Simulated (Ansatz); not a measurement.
Al2Cu8. Charge 0, multiplicity 1. Geometry PBE-D4/def2-SVP.

Cartesian coordinates in Å:
```
Al 0.329 0.921 1.601
Al 2.143 0.207 -1.067
Cu 1.132 -1.290 0.659
Cu 0.112 1.642 -0.818
Cu 1.180 -1.897 -1.732
Cu -1.668 0.867 2.873
Cu -0.693 -0.649 -0.811
Cu 0.455 0.192 -2.783
Cu -1.862 1.061 0.507
Cu -1.127 -1.053 1.571
```

The restricted singlet is unstable towards broken spin symmetry in Hartree–Fock (as tested in another run); at HF/STO-3G, PBE-D4/def2-SVP, r2SCAN-D4/def2-SVP, PBE0-D4/def2-SVP this wasn't settled. The structure comes from a short search, and lower isomers may exist.

Problem. Estimate the orbital energies around the gap (eV) in Ansatz with HF/STO-3G, PBE-D4/def2-SVP, r2SCAN-D4/def2-SVP, PBE0-D4/def2-SVP.

Solution. 
```
orbital  HF/STO-3G  PBE-D4/def2-SVP  r2SCAN-D4/def2-SVP  PBE0-D4/def2-SVP
 HOMO−9     -10.58            -5.48               -5.55             -7.16
 HOMO−8     -10.03            -5.43               -5.50             -7.14
 HOMO−7      -8.30            -5.36               -5.43             -7.03
 HOMO−6      -8.20            -5.34               -5.40             -7.01
 HOMO−5      -7.65            -5.33               -5.37             -6.88
 HOMO−4      -6.85            -5.22               -5.29             -6.24
 HOMO−3      -6.42            -5.16               -5.19             -6.20
 HOMO−2      -6.17            -4.78               -4.79             -5.46
 HOMO−1      -5.15            -4.22               -4.19             -4.68
   HOMO      -3.94            -4.05               -4.07             -4.51
   LUMO      -0.09            -2.95               -2.82             -2.24
 LUMO+1       1.00            -2.88               -2.74             -2.13
 LUMO+2       1.08            -2.86               -2.71             -2.07
 LUMO+3       2.10            -2.65               -2.54             -1.90
 LUMO+4       2.30            -2.02               -1.87             -1.27
 LUMO+5       2.97            -1.51               -1.35             -0.74
```
